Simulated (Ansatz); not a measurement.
A run for Ansatz (a first-principles code): R-B97M-V/def2-TZVPP on H2 (SMILES [H][H]).

Ansatz 0.2 input:
```yaml
crystal:
  periodic: [false, false, false]
  atoms:
    - {symbol: H, position_ang: [0.00000000, 0.00000000, 0.37198582]}
    - {symbol: H, position_ang: [-0.00000000, -0.00000000, -0.37198582]}
basis:
  gaussian:
    orbitals: def2-TZVPP
hamiltonian:
  xc: {name: B97M-V}
scf: {lower_state_search: off}
```

Program output:

```
WARN ansatz: RAYON_NUM_THREADS=4 ignored (pool sized by the plan → 4); use --threads N
Functional definition: B97M-V
these checks for a lower state are left out or cut short: stability, starts, cluster_reference, orbital_swaps, neighbouring_geometries, increment
integrals: 0.00 GiB planned
118 factors; their error is unknown
mean field: 0.06 GiB planned
mean field evaluation 1: about -31.7650 eV, gradient 5.2e0 eV
mean field evaluation 2: about -31.8991 eV, gradient 1.3e0 eV
mean field evaluation 4: about -31.9061 eV, gradient 1.0e-1 eV
mean field evaluation 8: about -31.9061 eV, gradient 8.0e-6 eV
mean field -31.90610547 eV, -1.1725277493 hartree, gradient 8.0e-6 eV, S^2 0.000000; 0 other end points of the search recorded, 0 dependent functions left out
reference -31.90613514 eV, -1.1725288396 hartree; 1, 1 occupied and 27, 27 virtual orbitals, 118 factors
Total energy: -31.90613514 eV, -1.1725288396 hartree
Checks for a lower state left out: stability, starts, cluster_reference, orbital_swaps, neighbouring_geometries, increment
```

Self-consistency was reached.

Cost: roughly 0.21 core-seconds.
